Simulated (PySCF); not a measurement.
**Trend along group 13: MIn molecules**

CCSD(T) with double-zeta basis sets in PySCF, for the lowest determinant that a PBE0 search found; no spin–orbit coupling. De refers to high-spin ground-configuration atoms.

| M | basis | reference, frozen orbitals | state (unpaired electrons) | Re (Å) | ωe (cm⁻¹) | De (eV) |
| --- | --- | --- | --- | --- | --- | --- |
| Al | def2-SVP | UHF, 9 | triplet (σ ↑, π ↑) | 2.877 | 209 | 1.15 |
| Ga | cc-pVDZ-PP | UHF, 8 | triplet (σ ↑, π ↑) | 2.907 | 142 | 1.12 |
| In | def2-SVP | UHF, 8 | triplet (σ ↑, π ↑) | 3.055 | 120 | 1.07 |
| Tl | def2-SVP | UHF, 8 | triplet (σ ↑, π ↑) | 3.101 | 101 | 1.02 |

Question: By what factor does the well depth vary along the series?

Answer: At CCSD(T) it runs from 1.02 eV (TlIn) to 1.15 eV (AlIn), a factor of 1.13.

The rows differ in basis set, which adds steps of its own.

Down a group the atoms grow and get heavier, so bonds lengthen and wavenumbers fall; this series shows no clear exception.

Correlated steps freeze the inner cores (8 to 9 orbitals); shallow outer-core shells are correlated. Correlated levels converge slowly with the basis: in double zeta they bind strong bonds too weakly, by up to about 1 eV, and carry superposition errors of some tenths. These are scalar-relativistic numbers at best; spin–orbit coupling would shift them, the dissociation energy most. States were picked by a PBE0 search and need not be the measured ground states.
